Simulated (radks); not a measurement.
Task: Numerical settings for neutral manganese, [Ar] 3d5 4s2. Calculated with a radial shooting solver on a logarithmic mesh with Libxc functionals: non-relativistic Kohn-Sham, PBEsol, spin-unpolarised, spherical densities, point nucleus. The defaults (mesh step 0.008 in ln r, mesh end at 40 bohr or more with all orbitals vanishing there, Anderson mixing 0.5 over 9 steps, residual threshold near 1e-9 with the energy settled to 1e-9 hartree or 1e-11 of itself, here a cap of 56 iterations) give E = -1149.4392 hartree and 4s at -5.046 eV in 15 iterations. Run on one thread of a shared host, so times are rough (Intel(R) Xeon(R) 6975P-C): 0.06 s of CPU time, 0.06 s wall, 15 iterations on 2669 mesh points. One setting is changed at a time: mesh step in ln r 0.12; mesh step in ln r 0.08; mesh step in ln r 0.03; mesh end (bohr) 1; mesh end (bohr) 400; residual threshold 0.001; residual threshold 1e-16; mixing 0.2; linear mixing, mixing 1; linear mixing, mixing 0.8; mixing history 2; iteration cap 8. Which runs fail to converge, and which converge to a wrong energy?

Result: Not converged within the cap: mesh step in ln r 0.12; residual threshold 1e-16; linear mixing, mixing 1; linear mixing, mixing 0.8; iteration cap 8. Settled on a wrong energy, with an occupied level pushed above zero by the early mesh end: mesh end (bohr) 1 (+128 hartree). Apart from these: no run marked as converged misses the energy by more than 1 mhartree.
